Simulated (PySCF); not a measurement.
**Pd(2+): ionisation energy**

Pd(2+) [Kr] 4d8 (3F) → Pd(3+) [Kr] 4d7 (4F), as a difference of total energies. All numbers are calculated (PySCF 2.14, scalar relativity by spin-free X2C-1e, in x2c-TZVPPall). Correlated levels: valence: [Kr] frozen; valence and next inner shell: [Ar] 3d10 frozen. The calculations carry no spin-orbit coupling.

```csv
method,ionisation energy (eV),plus first-order spin-orbit estimate,difference from reference of that sum (eV)
UHF,31.133,31.109,-1.821
LDA,33.610,33.586,+0.656
PBE,33.239,33.215,+0.285
PBE0,33.036,33.012,+0.082
r2SCAN,33.075,33.051,+0.121
wB97M-V,33.029,33.005,+0.075
r2SCAN0,32.946,32.922,-0.008
B97-3,33.104,33.080,+0.150
wB97X-V,33.037,33.013,+0.083
MP2 (valence),32.734,32.710,-0.220
SCS-MP2 (valence),32.744,32.721,-0.209
MP2 (valence and next inner shell),32.796,32.772,-0.158
SCS-MP2 (valence and next inner shell),32.668,32.644,-0.286
```

Reference: 32.93 eV (semi-empirical (NIST evaluation); NIST Atomic Spectra Database, ionization energies).

A first-order spin-orbit estimate (lowest level to lowest level, LS coupling) adds -0.024 eV.

Errors of the correlated levels include the incompleteness of this basis and the frozen core.
